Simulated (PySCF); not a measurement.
C3H9NSi. Atoms are numbered in the order given.

```xyz
14

Si     1.7453     0.2956     0.2565
C      0.0842    -0.3616    -0.3705
C     -0.9532    -0.9008     0.6442
C     -1.9772    -0.0427    -0.1158
N     -0.8702     0.7151    -0.7014
H      2.3814     1.1495    -0.7945
H      1.5235     1.1152     1.4858
H      2.6852    -0.8250     0.5847
H      0.2309    -1.0965    -1.1898
H     -1.1134    -1.9869     0.6674
H     -0.7799    -0.5401     1.6689
H     -2.6893     0.5529     0.4802
H     -2.5545    -0.6449    -0.8456
H     -0.9494     0.9628    -1.6847
```

Geometry: PBE0-D3(BJ)/def2-SVP. The structure was generated by enumeration; whether it is a known compound was not checked.

Level of theory: PBE0-D3(BJ)/def2-SVP run with PySCF 2.14.0.

Frequencies are harmonic and unscaled.

Problem. Estimate the vibrational spectrum. (An estimate is asked for; the answer gives what the named calculation found.)

Solution. 
```csv
mode,ν (cm⁻¹),IR (km/mol),moving atoms (share of kinetic energy)
1,125,2.2,"H 40 %, C 39 %, N 11 %, Si 10 %"
2,147,0.1,"H 85 %, C 10 %"
3,203,0.2,"H 43 %, C 30 %, N 20 %"
4,297,2.8,"H 41 %, C 24 %, Si 20 %, N 15 %"
5,509,8.5,"H 42 %, Si 26 %, C 25 %"
6,626,53.2,"H 77 %, Si 13 %"
7,640,75.7,"H 67 %, N 15 %, C 12 %"
8,743,12.4,"H 57 %, C 26 %, N 10 %"
9,781,11.1,"H 78 %, C 18 %"
10,906,130.9,"H 77 %, C 17 %"
11,930,104.3,"H 63 %, C 27 %"
12,939,52.9,"H 86 %, C 9 %"
13,943,44.0,H 96 %
14,954,13.4,"H 61 %, C 35 %"
15,986,3.6,"H 55 %, C 40 %"
16,1059,11.9,"C 41 %, H 36 %, N 22 %"
17,1070,0.7,"H 56 %, C 23 %, N 20 %"
18,1094,15.3,"C 64 %, H 23 %, N 13 %"
19,1143,17.4,"H 63 %, C 26 %, N 12 %"
20,1202,0.5,"H 82 %, C 17 %"
21,1235,3.9,"H 72 %, C 28 %"
22,1262,9.9,"H 72 %, C 24 %"
23,1289,8.0,"H 63 %, C 36 %"
24,1341,2.9,"H 64 %, C 32 %"
25,1384,14.1,"H 70 %, N 19 %, C 10 %"
26,1459,3.8,"H 90 %, C 10 %"
27,1504,1.8,"H 88 %, C 12 %"
28,2210,121.7,H 97 %
29,2225,102.5,H 97 %
30,2237,95.8,H 96 %
31,2986,44.4,H 92 %
32,3004,87.7,H 94 %
33,3086,31.8,"H 91 %, C 9 %"
34,3098,28.7,H 94 %
35,3170,13.4,"H 90 %, C 10 %"
36,3575,3.5,H 93 %
```
